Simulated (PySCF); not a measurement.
C₇H₈.
SMILES with atom numbers: `[CH2:1]=[C:2]1[CH:3]=[CH:4][CH:5]=[C:6]1[CH3:7]`

Cartesian coordinates in Å at the GFN2-xTB level; atoms count from 1:
```
atom  x, y, z in Å
C1     0.3406    1.9553    0.3715
C2    -0.2657    0.8030    0.0852
C3    -1.6906    0.6063   -0.1817
C4    -1.8934   -0.6981   -0.4264
C5    -0.6229   -1.4035   -0.3312
C6     0.3546   -0.5294   -0.0285
C7     1.8049   -0.7951    0.1672
H8    -0.2101    2.8797    0.4307
H9     1.4006    2.0127    0.5555
H10   -2.4144    1.3993   -0.1736
H11   -2.8274   -1.1790   -0.6570
H12   -0.5125   -2.4621   -0.4861
H13    2.0164   -1.8530    0.0307
H14    2.1171   -0.5021    1.1699
H15    2.3985   -0.2258   -0.5482
```

Probes without a nucleus sit at each ring's centroid and 1 Å off its mean plane on both sides; NICS is minus the shielding there, NICSzz its component along the normal. Level: GIAO PBE0/pcSseg-1 (PySCF, non-relativistic, gas phase) on the GFN2-xTB geometry, one conformer.

Ring bond lengths (Å), with Mayer bond orders in brackets: C2–C3 1.463 (1.07), C3–C4 1.343 (1.73), C4–C5 1.456 (1.10), C5–C6 1.346 (1.72), C6–C2 1.474 (1.04).

Q: Give the NICS values of each ring in ppm.

A: 
| ring | type | NICS(0) | NICS(1), two faces | NICS(1)zz, two faces | rms pucker (Å) | centre to ring atoms, mean (Å) |
| --- | --- | --- | --- | --- | --- | --- |
| C2–C3–C4–C5–C6 | 5-membered carbocycle; formal bonds 2 double, 3 single | 2.5 | -2.2 / -2.2 | 0.4 / 0.4 | 0.00 | 1.21 |

Q: What can be read from them?

A: 
- C2–C3–C4–C5–C6: mean NICS(1)zz 0.4 ppm, near zero. That is too small in size for a clear verdict by the NICS criterion.

Q: And the bond-length index? HOMA = 1 − mean of α(R − Ropt)² over the ring bonds, with Krygowski's 1993 parameters (CC: Ropt 1.388 Å, α 257.7 Å⁻²).

A: 
- C2–C3–C4–C5–C6: HOMA -0.11 = 1 − EN − GEO, with mean bond length 1.416 Å, EN = α(Ropt − mean)² = 0.207 and GEO = α × variance = 0.904. The geometric and the magnetic index point the same way.

Q: At the second NICS(1) probe listed for ring C2–C3–C4–C5–C6, 1 Å off the ring, what do the in-plane components average?

A: The isotropic value is a third of the trace: (3 × -2.2 − (0.4))/2 = -3.5 ppm.

Q: What are the shieldings of the ring atoms and their hydrogens in the same run (means over atoms taken as equivalent)?

A: 
```csv
atoms,environment,σ isotropic (ppm)
C2,fully substituted alkene carbon,26.2
C3,alkene CH carbon,57.3
C4,alkene CH carbon,46.8
C5,alkene CH carbon,49.7
C6,fully substituted alkene carbon,47.3
H10,vinylic hydrogen,25.57
H11,vinylic hydrogen,25.23
H12,vinylic hydrogen,25.42
```
